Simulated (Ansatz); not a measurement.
Species: sum formula AlNH2Cl2 (charge 0, singlet). SMILES: [NH2][Al]([Cl])[Cl]
Geometry from a B3LYP-D3(BJ)/def2-TZVP (Ansatz, a program for electronic structure) optimisation:
```xyz
6

N     -2.0698    -0.2339     0.0098
Al    -0.3309    -0.0374     0.0016
Cl     0.5045     1.8721    -0.1477
Cl     0.9109    -1.7122     0.1410
H     -2.7288     0.5255    -0.0538
H     -2.5421    -1.1211     0.0789
```

Quantity: vertical ionisation energy (to the doublet state of charge +1; each state is the SCF solution reached for its spin), in eV. Cores are frozen in the correlated levels unless marked. Open shells are spin-unrestricted. Spin-orbit coupling is left out. Non-relativistic. Basis-set limits of correlation are two-point, X^-3; Hartree-Fock from the larger set.

```
level               program  vertical ionisation energy (eV)
------------------  -------  -------------------------------
HF/aug-cc-pV(D+d)Z   Ansatz                             9.09
```

Problem. Estimate the value at CCSD(T)/CBS(aug-cc-pV(T+d)Z,aug-cc-pV(Q+d)Z) as computed with Ansatz.

Solution. 10.64 eV
